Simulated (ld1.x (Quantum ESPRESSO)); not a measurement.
## vanadium, TM: configuration errors across variants

* Element: vanadium (V)
* Generator: ld1.x (Quantum ESPRESSO) 7.5
* Type: norm-conserving Troullier–Martins (Kleinman–Bylander form)
* Functional: PBEsol
* Relativity: fully relativistic
* Frozen core: [Ne]
* Valence charge: 13
* Reference configuration: 3s2 3p6 3d3 4s0 4p0 (charge +2)
* Partial waves: 3s (bound): rc 0.85 bohr; 3p (bound): rc 1.55 bohr; 3d (bound): rc 2.20 bohr
* Local potential: the d channel
* Core correction: a·sin(br)/r model core, default radius (core density twice the valence density)

Open shells are filled in proportion to 2j + 1 (rel_dist='average').

All-electron excitation energies from the reference (eV): (1) 3s2 3p6 3d3 4s2 4p0 -21.953; (2) 3s2 3p6 3d3 4s1 4p0 -14.203; (3) 3s2 3p6 3d2 4s0 4p0 28.849; (4) 3s2 3p6 3d3.5 4s1.5 4p0 -21.901; (5) 3s2 3p6 3d2 4s2 4p1 -16.150; (6) 3s2 3p6 3d1 4s0 4p0 74.679; (7) 3s2 3p5 3d3 4s2 4p0 28.906.

The default core radius of the base comes out at 0.48 bohr.

4 further variants failed, have other tests or another functional or relativity, and are left out.

Errors AE − PS in meV (a dash: test not solved or not reliable):

| change | (1) | (2) | (3) | (4) | (5) | (6) | (7) | bound ghosts |
| --- | --- | --- | --- | --- | --- | --- | --- | --- |
| base | -631 | -360 | +98 | -499 | -752 | +869 | -475 | none |
| wave 3d (bound): rc 2.20 bohr becomes 3d (bound): rc 2.28 bohr | -634 | -350 | +114 | -513 | -711 | +971 | -353 | none |
| local potential all-electron potential smoothed inside 0.65 bohr (lloc = -2) | +211 | +139 | +147 | +124 | +513 | +994 | +310 | none |
| wave 3s (bound): rc 0.85 bohr becomes 3s (bound): rc 1.16 bohr | -350 | -158 | +98 | -323 | -277 | +870 | +220 | none |
| all radii but the core radius scaled by about 0.89 (s 0.76, p 1.38, d 1.96 bohr) | -469 | -287 | +44 | -351 | -643 | +481 | -567 | none |
| wave 3p (bound): rc 1.55 bohr becomes 3p (bound): rc 1.42 bohr | -631 | -360 | +98 | -499 | -751 | +870 | -475 | none |

(1) Give the same row for: core correction none.

## Answers

(1) -624, -357, +99, -497, -727, +871, -448; bound ghosts: none.
